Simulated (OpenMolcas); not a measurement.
## What dynamic correlation does to the levels of Fe²⁺

```
Program             : OpenMolcas
Basis               : ANO-R3 [7s5p5d3f2g1h]
Scalar Hamiltonian  : X2C, finite nucleus
Active space        : 6 electrons in 6 orbitals (3d 4s)
State averaging     : 2S+1 = 5 even, 30 roots; 2S+1 = 7 even, 1 root kept (CI in the orbitals of an earlier block); 2S+1 = 3 even, 122 roots kept (CI in the orbitals of an earlier block, 98 in the spin-orbit step); 2S+1 = 1 even, 96 roots kept (CI in the orbitals of an earlier block, 69 in the spin-orbit step)
Spin-orbit coupling : state interaction with AMFI integrals over the reference wave functions, term energies averaged over their components
```

Methods on the same reference wave functions:
A. CASSCF
B. SS-CASPT2, IPEA 0.25 Eh, imaginary shift 0.1 Eh (closed shells correlated: 3s 3p)
C. MS-CASPT2, IPEA 0.25 Eh, imaginary shift 0.1 Eh (closed shells correlated: 3s 3p)

Energies in cm-1 above 3d6 5D4, the measured ground level; measured values from Corliss and Sugar, J. Phys. Chem. Ref. Data 11, 135 (1982).

```
     Level      A      B      C  Measured
   3d6 5D4    0.0    0.0    0.0       0.0
   3d6 5D3    471    476    476       436
   3d6 5D2    807    806    806       739
   3d6 5D1   1024   1018   1018       932
   3d6 5D0   1130   1122   1122      1027
3d5 4s 7S3   7479  25300  25300     30089
3d5 4s 5S2  21256  35570  35570     41000
   3d6 3H6  24021  19560  19560     20051
   3d6 3H5  24271  19790  19790     20301
   3d6 3H4  24461  19940  19940     20482
3d6 3P2(1)  26316  18380  18380     19405
3d6 3F4(1)  27532  20690  20690     21462
3d6 3P1(1)  27709  19780  19780     20688
3d6 3F3(1)  27794  20930  20930     21700
3d6 3F2(1)  27989  21100  21100     21857
3d6 3P0(1)  28304  20360  20360     21208
   3d6 3G5  30352  23860  23860     24559
   3d6 3G4  30789  24280  24280     24941
   3d6 3G3  30997  24470  24470     25142
   3d6 1I6  36196  29670  29670     30356
3d6 1G4(1)  38200  29850  29830     30886
   3d6 3D1  39296  29680  29680          
   3d6 3D2  39333  29690  29690          
   3d6 3D3  39460  29840  29840     30858
```

Deviations, from unrounded energies. A percentage is the sum of absolute deviations over the sum of measured energies, with the sign that they share, or ± where signs differ.

| Against measurement | Levels | A | B | C |
| --- | --- | --- | --- | --- |
| mean absolute deviation (cm-1) | 21 | 6300 | 1000 | 1000 |
| fine structure of the ground term (%) | 4 | +9.5 | +9.2 | +9.2 |
| other terms of the ground configuration (%) | 15 | +25.6 | -3.2 | -3.2 |
| other configurations (%) | 2 | -59.6 | -14.4 | -14.4 |

B, C lie about equally close to measurement and A furthest from it. The largest miss of B in the table is 3d5 4s 5S2, by -5400 cm-1. The ranking rests on the paired levels alone, and a cruder setting can come out closer through cancelling errors.

Between B and C the level of the table that moves most is 3d6 1G4(1), by 18 cm-1 (lowest in C, highest in B). Moves below CASPT2's spread within the term are not significant.

The two smallest mean deviations differ by little beside CASPT2's spread within terms, so their order carries little weight.

From A to B the spin-free energies of the other terms of 3d6 shown, above 5D, scale by factors of 0.70 to 0.82, as is usual when dynamic correlation screens the repulsion within a d or f shell.

The lowest spin-free term lies below A's lowest term by 0.615 hartree in B, 0.615 hartree in C.

Term energies are means over components that CASPT2 splits; among the terms shown or strongly mixed into the levels shown the widest spread is 2400 cm-1 (3d6 1I, C). Over all roots computed the reference weight is 0.88 to 0.94 in B, 0.88 to 0.94 in C; the roots of lowest weight are the least certain, and an intruder state may touch them. Some high roots are left out of the spin-orbit mixing, which shifts the levels that they would mix with. Terms from blocks run as CI alone lack orbitals of their own. A single d shell beside an s shell can misplace configurations of different d count against each other. Without dynamic correlation excited terms often stand tens of per cent too high (terms of higher spin than the ground term too low), and those without a measured partner can miss by more than the paired ones (holds for A). The CASPT2 spread within a term exceeds the gap to the next term for 3d6 1I and 3d6 1G(1), 3d6 1G(1) and 3d6 3D, so the order of their levels is uncertain (holds for B; C). Blocks of more than 70 roots (2S+1 = 3 even) ran without multistate coupling (holds for C). Computed and measured levels are paired by configuration, term and J; levels that our copy of the source lacks, or whose pairing is in doubt (as where it misses far off the trend of its configuration), stay unpaired and out of the deviations. Only configurations of the active space appear. Levels that lie high or do not pair safely by name in every column are left out.

A number in round brackets counts repeated terms of one configuration in the order of the reference energies.
